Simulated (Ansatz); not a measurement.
CH₅Si (SMILES [CH2][SiH3]), doublet, geometry from GFN2-xTB, atoms displaced at random by about 0.03 Å a coordinate; PBE0/def2-SVP, gradient (Ansatz, a quantum-chemistry and plane-wave program).

Here is a job for Ansatz.
Ansatz 0.2 input:
```yaml
crystal:
  periodic: [false, false, false]
  atoms:
    - {symbol: C, position_ang: [-0.03988086, 0.12273590, -1.26335409]}
    - {symbol: Si, position_ang: [0.02855322, -0.01993587, 0.59124478]}
    - {symbol: H, position_ang: [-0.94264189, 0.26084403, -1.83268313]}
    - {symbol: H, position_ang: [0.87772839, 0.24680608, -1.86301022]}
    - {symbol: H, position_ang: [0.08257659, 1.21857147, 1.25346632]}
    - {symbol: H, position_ang: [-1.21862758, -0.79392315, 0.93681583]}
    - {symbol: H, position_ang: [1.21608807, -0.79652623, 0.99172511]}
basis:
  gaussian:
    orbitals: def2-SVP
hamiltonian:
  xc: pbe0
magnetization: {spin_polarized: true, initial_magnetization: 1}
output: {forces: true}
```

It wrote (shortened):

```
Functional definition: PBE0
571 factors; integrals over basis functions are off by at most 1.6e-3 eV
mean field evaluation 1: about -8983.8105 eV, gradient 2.0e1 eV
mean field evaluation 2: about -8983.5837 eV, gradient 2.0e1 eV
mean field evaluation 4: about -8985.9550 eV, gradient 3.0e-1 eV
mean field evaluation 8: about -8986.0111 eV, gradient 1.2e-2 eV
mean field evaluation 16: about -8986.0111 eV, gradient 3.5e-5 eV
mean field -8986.01114290 eV, -330.2298185644 hartree, gradient 3.5e-5 eV, S^2 0.754225; 0 other end points of the search recorded, 0 dependent functions left out
the calculation of the forces begins
reference -8986.01116641 eV, -330.2298194286 hartree; 13, 12 occupied and 44, 45 virtual orbitals, 571 factors
Total energy: -8986.01116641 eV, -330.2298194286 hartree
Atom 0 at    -0.039881     0.122736    -1.263354 Å, force     1.119506     0.276976     0.244466 eV/Å
Atom 1 at     0.028553    -0.019936     0.591245 Å, force    -0.723524    -1.933770    -1.426362 eV/Å
Atom 2 at    -0.942642     0.260844    -1.832683 Å, force    -0.683892     0.009197    -0.263384 eV/Å
Atom 3 at     0.877728     0.246806    -1.863010 Å, force    -0.171530    -0.092513     0.104637 eV/Å
Atom 4 at     0.082577     1.218571     1.253466 Å, force    -0.037360     1.755558     0.937024 eV/Å
Atom 5 at    -1.218628    -0.793923     0.936816 Å, force     0.174002     0.197038     0.283706 eV/Å
Atom 6 at     1.216088    -0.796526     0.991725 Å, force     0.322797    -0.212487     0.119912 eV/Å
Dipole moment:     0.016172     0.082329    -0.088972 e Å
```
